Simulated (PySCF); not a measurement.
Gas-phase reaction: Sn₂O₂ + 2 Cl₂ ⇌ 2 SnCl₂ + O₂

Energies from PySCF, thermal terms from the rigid-rotor harmonic-oscillator model, ideal gas at 1 bar. † marks an energy on the PBE0/def2-TZVP geometry and frequencies; other levels use their own. MP2 and CCSD(T) freeze the core. Open shells (unrestricted): O₂ (multiplicity 3); the rest are closed-shell singlets. Sn: scalar-relativistic def2 core potential, no spin-orbit coupling. Sn₂O₂: computed as isolated molecules; such fragments, hydroxides, amides, oligomers or adducts are transient or little studied in the gas. MP2 isn't extrapolated to the basis-set limit. CCSD(T) isn't extrapolated to the basis-set limit. Warning, large T1 diagnostic: Sn₂O₂ (CCSD(T)/def2-TZVPP†).

```tsv
level	ΔH°(298 K), kJ
CCSD(T)/def2-SVP†	-253
CCSD(T)/def2-TZVPP†	-172
MP2/def2-SVP†	-242
PBE/def2-SVP	-278
PBE/def2-TZVP†	?
PBE0/def2-QZVP†	?
PBE0/def2-SVP†	-313
PBE0/def2-TZVP	?
LDA/def2-TZVP†	?
```

### Question
Some entries are withheld; supply them.

### Answer

- PBE/def2-TZVP†, ΔH°(298 K), kJ: -202
- PBE0/def2-QZVP†, ΔH°(298 K), kJ: -215
- PBE0/def2-TZVP, ΔH°(298 K), kJ: -227
- LDA/def2-TZVP†, ΔH°(298 K), kJ: -149
